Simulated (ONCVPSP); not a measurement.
## u(r) = r·R(r): atom against pseudo-atom (F)

Columns: radius, all-electron u(r) and pseudo u(r) of the 2p shell (level -11.27 eV) of fluorine in the configuration [He] 2s1.5 2p5.5; revPBE, scalar-relativistic, ONCV scheme, ONCVPSP 4.0.1.

| r (bohr) | all-electron | pseudo |
| --- | --- | --- |
| 0.062 | 0.0626 | 0.0238 |
| 0.125 | 0.1955 | 0.0937 |
| 0.188 | 0.3451 | 0.2012 |
| 0.250 | 0.4842 | 0.3317 |
| 0.312 | 0.6043 | 0.4730 |
| 0.375 | 0.7041 | 0.6133 |
| 0.438 | 0.7816 | 0.7383 |
| 0.500 | 0.8374 | 0.8374 |
| 0.562 | 0.8751 | 0.9085 |
| 0.625 | 0.8975 | 0.9512 |
| 0.688 | 0.9066 | 0.9668 |
| 0.750 | 0.9052 | 0.9608 |
| 0.812 | 0.8956 | 0.9400 |
| 0.875 | 0.8793 | 0.9098 |
| 0.938 | 0.8581 | 0.8758 |
| 1.000 | 0.8336 | 0.8421 |
| 1.062 | 0.8067 | 0.8097 |
| 1.125 | 0.7777 | 0.7783 |
| 1.188 | 0.7475 | 0.7475 |
| 1.250 | 0.7174 | 0.7173 |
| 1.312 | 0.6871 | 0.6870 |
| 1.375 | 0.6565 | 0.6565 |
| 1.438 | 0.6264 | 0.6264 |
| 1.500 | 0.5974 | 0.5974 |
| 1.562 | 0.5691 | 0.5691 |
| 1.625 | 0.5413 | 0.5413 |

How many radial nodes do the two functions have?

The all-electron 2p function has n − l − 1 = 0; the pseudo-wave has 0.

At about which radius was the pseudo-wave matched?

1.25 bohr, where the columns begin to agree (steps of 0.06 bohr).

Is the pseudo-wave norm-conserving?

Yes: the ONCV scheme keeps the norm inside the radius equal to the all-electron one, which fixes the energy derivative of the logarithmic derivative at the level.
